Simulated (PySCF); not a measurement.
Ligand exchange on a metal centre used in film growth or etching (Zr Cl-NH2). All species are isolated molecules in the gas phase. One relaxed conformer stands for each flexible species; it need not be the lowest.

Level of theory: B3LYP-D3(BJ)/def2-TZVP // TPSS-D3(BJ)/def2-SVP run with PySCF 2.14.0. B3LYP has the VWN-RPA correlation part, as in Gaussian. 

```json
[
 {"species": "0 of 4 Cl replaced by NH2 ([Zr(Cl)4])", "charge on the central atom (Mulliken) (e)": "1.32", "mean distance from the central atom to its bonded neighbours (Å)": "2.337", "HOMO–LUMO gap (eV)": "6.44", "HOMO (eV)": "___"},
 {"species": "1 of 4 Cl replaced by NH2", "charge on the central atom (Mulliken) (e)": "1.41", "mean distance from the central atom to its bonded neighbours (Å)": "___", "HOMO–LUMO gap (eV)": "5.63", "HOMO (eV)": "-8.14"},
 {"species": "2 of 4 Cl replaced by NH2", "charge on the central atom (Mulliken) (e)": "1.50", "mean distance from the central atom to its bonded neighbours (Å)": "2.205", "HOMO–LUMO gap (eV)": "5.53", "HOMO (eV)": "___"},
 {"species": "3 of 4 Cl replaced by NH2 ([Zr(Cl)(NH2)3])", "charge on the central atom (Mulliken) (e)": "1.58", "mean distance from the central atom to its bonded neighbours (Å)": "___", "HOMO–LUMO gap (eV)": "6.30", "HOMO (eV)": "-7.10"},
 {"species": "4 of 4 Cl replaced by NH2 ([Zr(NH2)4])", "charge on the central atom (Mulliken) (e)": "1.70", "mean distance from the central atom to its bonded neighbours (Å)": "2.063", "HOMO–LUMO gap (eV)": "6.14", "HOMO (eV)": "___"}
]
```

Task: Fill in the missing entries.

Result: 
- 0 of 4 Cl replaced by NH2 ([Zr(Cl)4]), HOMO (eV): -9.43
- 1 of 4 Cl replaced by NH2, mean distance from the central atom to its bonded neighbours (Å): 2.272
- 2 of 4 Cl replaced by NH2, HOMO (eV): -7.54
- 3 of 4 Cl replaced by NH2 ([Zr(Cl)(NH2)3]), mean distance from the central atom to its bonded neighbours (Å): 2.134
- 4 of 4 Cl replaced by NH2 ([Zr(NH2)4]), HOMO (eV): -6.46
